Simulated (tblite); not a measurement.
C8H12Si.
Bonds: C1–C2 (double), C2–C3 (double), C3–C4, C4–C5 (triple), C5–Si6, Si6–C7, C3–C8, C8–C9. Hydrogens: H10, H11 on C1; H12, H13 on Si6; H14, H15, H16 on C7; H17, H18 on C8; H19, H20, H21 on C9.

Computed with GFN2-xTB (tblite), gas phase: L-BFGS steps from a force-field or distance-geometry start until the largest atomic force falls under 0.01 eV/Å.

Step 79: E = -676.0018 eV
```
atom  x, y, z in Å  |  force x, y, z in eV/Å
C1     -1.7367    2.4714   -1.7955   -0.018  -0.012   0.007
C2     -1.4599    1.2918   -1.3462   -0.001   0.014   0.005
C3     -1.2042    0.0983   -0.8745   -0.012  -0.018  -0.003
C4      0.0894   -0.2304   -0.4035   -0.006   0.020   0.000
C5      1.1837   -0.5420    0.0077    0.004   0.001   0.006
Si6     2.8737   -0.9790    0.6026   -0.006  -0.017  -0.003
C7      3.9714    0.5595    0.4345   -0.003  -0.005   0.000
C8     -2.2664   -0.9723   -0.7589   -0.012  -0.016   0.024
C9     -2.8032   -1.0282    0.6714    0.008   0.005  -0.011
H10    -1.6352    2.7323   -2.8373    0.015  -0.006  -0.016
H11    -2.0849    3.2546   -1.1395   -0.001   0.031  -0.003
H12     3.3867   -2.0725   -0.2367    0.008   0.005   0.023
H13     2.7958   -1.3945    2.0117   -0.005  -0.005  -0.024
H14     4.9923    0.3490    0.7402    0.011   0.001   0.004
H15     3.9992    0.9123   -0.5924    0.005   0.002  -0.010
H16     3.6029    1.3747    1.0506   -0.001   0.008   0.005
H17    -1.8272   -1.9377   -1.0227   -0.014   0.016  -0.009
H18    -3.0807   -0.7520   -1.4540    0.027  -0.018   0.031
H19    -3.2855   -0.0861    0.9270    0.003  -0.021   0.013
H20    -3.5308   -1.8314    0.7752    0.020   0.024  -0.007
H21    -1.9895   -1.2007    1.3748   -0.024  -0.009  -0.032
```

Step 80: E = -676.0023 eV
```
atom  x, y, z in Å  |  force x, y, z in eV/Å
C1     -1.7384    2.4728   -1.8013   -0.018  -0.010   0.005
C2     -1.4622    1.2933   -1.3515   -0.006   0.026   0.004
C3     -1.2070    0.1004   -0.8786   -0.006  -0.007   0.009
C4      0.0873   -0.2273   -0.4084   -0.009   0.020  -0.002
C5      1.1827   -0.5355    0.0019    0.010  -0.003   0.011
Si6     2.8697   -0.9756    0.6036   -0.024  -0.034  -0.004
C7      3.9731    0.5585    0.4374   -0.004  -0.011   0.000
C8     -2.2695   -0.9687   -0.7588   -0.004  -0.023   0.018
C9     -2.7942   -1.0343    0.6756    0.007   0.010  -0.018
H10    -1.6390    2.7324   -2.8436    0.015  -0.005  -0.018
H11    -2.0841    3.2573   -1.1455    0.000   0.029  -0.003
H12     3.3791   -2.0756   -0.2300    0.012   0.015   0.023
H13     2.7819   -1.3908    2.0123    0.000   0.002  -0.024
H14     4.9917    0.3428    0.7458    0.024   0.003   0.007
H15     4.0054    0.9110   -0.5892    0.005   0.002  -0.021
H16     3.6071    1.3757    1.0519   -0.006   0.011   0.013
H17    -1.8325   -1.9320   -1.0324   -0.015  -0.001  -0.012
H18    -3.0891   -0.7439   -1.4464    0.027  -0.019   0.038
H19    -3.2737   -0.0937    0.9409   -0.003  -0.018   0.017
H20    -3.5214   -1.8381    0.7777    0.018   0.025   0.001
H21    -1.9760   -1.2119    1.3728   -0.023  -0.011  -0.043
```

**Question.** Estimate the geometry and energy of step 81. (The exact step hangs on the optimiser's Hessian estimate; all steps are aligned on step 80, rigid shifts and turns removed.)

**Answer.** E = -676.0028 eV, largest force 0.055 eV/Å
```
atom  x, y, z in Å  |  force x, y, z in eV/Å
C1     -1.7437    2.4756   -1.8100   -0.016  -0.002   0.000
C2     -1.4658    1.2967   -1.3597   -0.012   0.032   0.002
C3     -1.2102    0.1043   -0.8860    0.000   0.010   0.021
C4      0.0845   -0.2222   -0.4163   -0.008   0.016  -0.003
C5      1.1803   -0.5284   -0.0056    0.010  -0.005   0.013
Si6     2.8623   -0.9733    0.6065   -0.034  -0.038  -0.005
C7      3.9732    0.5556    0.4421   -0.004  -0.013   0.000
C8     -2.2728   -0.9633   -0.7599    0.005  -0.026   0.008
C9     -2.7768   -1.0419    0.6810    0.005   0.014  -0.022
H10    -1.6463    2.7343   -2.8528    0.012  -0.006  -0.015
H11    -2.0875    3.2612   -1.1542    0.003   0.023  -0.006
H12     3.3692   -2.0816   -0.2174    0.017   0.021   0.018
H13     2.7611   -1.3861    2.0150    0.005   0.007  -0.018
H14     4.9896    0.3343    0.7536    0.029   0.005   0.008
H15     4.0104    0.9071   -0.5846    0.005  -0.001  -0.025
H16     3.6104    1.3759    1.0543   -0.009   0.007   0.016
H17    -1.8409   -1.9238   -1.0493   -0.012  -0.019  -0.009
H18    -3.1011   -0.7315   -1.4345    0.023  -0.015   0.042
H19    -3.2532   -0.1043    0.9611   -0.010  -0.012   0.017
H20    -3.5016   -1.8471    0.7843    0.007   0.018   0.009
H21    -1.9501   -1.2245    1.3666   -0.016  -0.015  -0.050
```

The energy changes by -0.0005 eV. The first-order estimate −F·Δx gives -0.0007 eV and the mean of the old and new forces, exact on a quadratic surface, -0.0005 eV. The step makes an angle of 86° with the force vector and moves no atom by more than 0.031 Å.

What follows is the cost of the whole relaxation. Time: 0.92 s. Hardware: one thread, Arm Neoverse V2 (aarch64), no GPU, shared host with 96 logical CPUs at a one-minute load of 72.
